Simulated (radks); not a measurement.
Values are calculated unless marked as measured or tabulated.
Task: Coherent X-ray form factor from a spherical all-electron density. Code: a radial shooting solver on a logarithmic mesh with Libxc functionals. Model: scalar-relativistic Kohn-Sham, PBEsol, spin-polarised, spherical densities, finite nucleus; Fermi nuclear charge, rms radius of each element as measured or else 0.836 A^(1/3) + 0.57 fm.

| sin(theta)/lambda (1/angstrom) | f0 (electrons) |
|---|---|
| 0.05 | 43.583 |
| 0.1 | 42.385 |
| 0.15 | 40.551 |
| 0.2 | 38.281 |
| 0.25 | 35.788 |
| 0.3 | 33.258 |
| 0.4 | 28.609 |
| 0.5 | 24.893 |
| 0.6 | 22.113 |
| 0.8 | 18.377 |
| 1 | 15.651 |
| 1.25 | 12.640 |
| 1.5 | 10.081 |
| 2 | 6.861 |

The species is in the configuration that NIST lists as its ground one. Which atom or ion scatters so?

Result: The cadmium ion Cd4+, [Kr] 4d8. Extrapolating in s^2 from the first two rows gives f0(0) = 44.0, near the electron count 44; among species with that count, the fall with angle is slower the higher Z, and the table is that of Z = 48; from so few rows the species is fixed only to a neighbour or two.
